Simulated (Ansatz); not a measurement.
One change: `C[SiH2][AlH][CH2]Cl` becomes `[NH2][AlH][CH2]Cl`.

Ansatz, PBE0-D4/def2-TZVP geometries, multiplicity 1. Each molecule was computed in one conformer, which needn't be the lowest. `C[SiH2][AlH][CH2]Cl` holds a close contact that its SMILES doesn't draw: Cl···Al 2.46 Å. `[NH2][AlH][CH2]Cl` holds a close contact that its SMILES doesn't draw: Cl···Al 2.70 Å.

```
                                          property  `C[SiH2][AlH][CH2]Cl`
    zero-point energy (PBE0-D4/def2-TZVP) / kJ/mol                  232.0
                 HOMO energy (PBE/def2-TZVPP) / eV                  -6.07
               LUMO energy (B3LYP/def2-TZVPP) / eV                  -1.19
    size of the dipole moment (PBE/def2-TZVPP) / D                   1.93
size of the dipole moment (ωB97M-V/def2-TZVPP) / D                   1.90
                HOMO energy (PBE0/def2-TZVPP) / eV                  -7.17
```

Give the same properties after the change, and the shifts. (An estimate is asked.)

Computed: 
```csv
property,`[NH2][AlH][CH2]Cl`,shift
zero-point energy (PBE0-D4/def2-TZVP) / kJ/mol,158.1,-73.9
HOMO energy (PBE/def2-TZVPP) / eV,-6.00,0.07
LUMO energy (B3LYP/def2-TZVPP) / eV,-0.58,0.61
size of the dipole moment (PBE/def2-TZVPP) / D,1.86,-0.07
size of the dipole moment (ωB97M-V/def2-TZVPP) / D,1.93,0.03
HOMO energy (PBE0/def2-TZVPP) / eV,-7.37,-0.20
```

With PBE0 the HOMO falls by 0.20 eV and the LUMO rises by 0.67 eV, so the gap widens by about 0.87 eV. PBE moves the HOMO by 0.07 eV and ωB97M-V by -0.54 eV. The zero-point energy changes by -73.9 kJ/mol with -12 modes. Dipoles are sizes alone; their direction can turn.

B3LYP here is the variant with VWN-RPA as its local correlation; programs differ in this.
